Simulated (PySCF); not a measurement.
## Al sites compared

Gas-phase molecules, one conformer each, optimised by PBE0-D3(BJ)/def2-SVP. No frequency run checks that these structures are minima. Shifts by GIAO PBE0/pcSseg-1 or PBE0/pcSseg-2 against computed AlH4-. Core levels by delta-SCF with SCAN, pcX-2 on the ionised atom and pcseg-1 elsewhere, spin-free X2C (2p3/2 is the spin-free 2p value less a third of a first-order spin-orbit splitting); from the vacuum level. Excitations by CAM-B3LYP/def2-SVPD.

(1) Order these by the shift of Al (ppm), lowest first.
A. [OH][Al]([OH])[SH] (Al bonded to 2 O + 1 S)
B. [CH3][Al]([CH3])[O][Al]([OH])[OH] (Al bonded to 3 O)
C. [OH][Al]([OH])[F] (Al bonded to 1 F + 2 O)
D. [BH2][Al]([OH])[OH] (Al bonded to 1 B + 2 O)
E. [OH][Al]([OH])[NH][SiH3] (Al bonded to 1 N + 2 O)
F. [OH][Al]([OH])[Cl] (Al bonded to 1 Cl + 2 O)
G. [OH][Al]([OH])[OH] (Al bonded to 3 O)

(2) Give the other values.

Answers

(1) C (7.8), B (13.1), G (21), F (34.4), E (37), D (41.6), A (54.7).

(2) 
| structure (SMILES) | Al bonded to | shift of Al (ppm) | core level of Al (eV) | lowest singlet (eV) |
| --- | --- | --- | --- | --- |
| [OH][Al]([OH])[OH] | 3 O | 21.0 | 81.05 | 7.07 |
| [OH][Al]([OH])[SH] | 2 O + 1 S | 54.7 | 81.06 | 5.82 |
| [BH2][Al]([OH])[OH] | 1 B + 2 O | 41.6 | 80.32 | 3.96 |
| [OH][Al]([OH])[Cl] | 1 Cl + 2 O | 34.4 | 81.76 | 7.15 |
| [CH3][Al]([CH3])[O][Al]([OH])[OH] | 3 O | 13.1 | 80.58 | 6.04 |
| [OH][Al]([OH])[F] | 1 F + 2 O | 7.8 | 81.82 | 7.07 |
| [OH][Al]([OH])[NH][SiH3] | 1 N + 2 O | 37.0 | 80.61 | 5.90 |
